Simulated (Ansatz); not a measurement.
Input file:

```yaml
crystal:
  periodic: [false, false, false]
  atoms:
    - { symbol: C, position_ang: [-0.216, -0.8353, -0.1872] }
    - { symbol: Ge, position_ang: [0.3877, 0.8088, 0.6859] }
    - { symbol: H, position_ang: [-1.2193, -1.1402, 0.294] }
    - { symbol: H, position_ang: [0.5841, -1.5724, -0.1536] }
    - { symbol: H, position_ang: [-0.4887, -0.5663, -1.2778] }
    - { symbol: H, position_ang: [-0.6918, 1.9339, 0.6137] }
    - { symbol: H, position_ang: [1.7052, 1.3036, -0.0207] }
magnetization:
  spin_polarized: true
  initial_magnetization: 1
basis:
  gaussian: { orbitals: def2-TZVP }
hamiltonian:
  xc: pbe0
relax:
  f_tol: 0.015
  max_steps: 40
```

Launched with:

```bash
$ ansatz run input.yaml --threads 2 --pin off --max-ram 3072MiB --backend cpu --events-out ev --progress --plain --runs-dir out
```

Hardware: 2 threads of Arm Neoverse V1, with other jobs on the host.

Task: Roughly how long does this run take, and how much memory?

Result: 13 s, with a peak of 0.23 GiB, for 5 ionic steps.
